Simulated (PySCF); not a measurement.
Si(F)2(OMe)(SH) (CH4F2OSSi), SMILES CO[Si](F)(F)S.

Geometry optimised at PBE-D3(BJ)/def2-SVP. This is a generated structure with no PubChem entry under its InChIKey; it may be hypothetical. One conformer was computed; it need not be the lowest.

Method: TDDFT-PBE/def2-SVPD run with PySCF.

Vertical excitations. 

Computed excitation energies, oscillator strengths and character:
```tsv
state	energy (eV)	λ (nm)	f	main pairs
S1	6.06	205	0.034	HOMO→LUMO 99 %
S2	6.32	196	0.015	HOMO→LUMO+1 99 %
S3	6.48	191	0.003	HOMO−1→LUMO 99 %
S4	6.83	182	0.014	HOMO−1→LUMO+1 96 %
S5	6.98	178	0.006	HOMO−2→LUMO 99 %
S6	7.20	172	0.002	HOMO→LUMO+2 90 %
S7	7.35	169	0.020	HOMO→LUMO+3 60 %, HOMO−2→LUMO+1 35 %
S8	7.37	168	0.025	HOMO−2→LUMO+1 50 %, HOMO→LUMO+3 37 %
S9	7.53	165	0.004	HOMO→LUMO+4 97 %
S10	7.72	161	0.010	HOMO−1→LUMO+2 93 %
T1	5.66	219	0	HOMO→LUMO 95 %
T2	5.92	209	0	HOMO→LUMO+1 95 %
T3	6.39	194	0	HOMO−1→LUMO 97 %
T4	6.57	189	0	HOMO−1→LUMO+1 93 %
```
Triplets are in the Tamm–Dancoff approximation, which puts them higher than full response would, so one can lie above its singlet here.
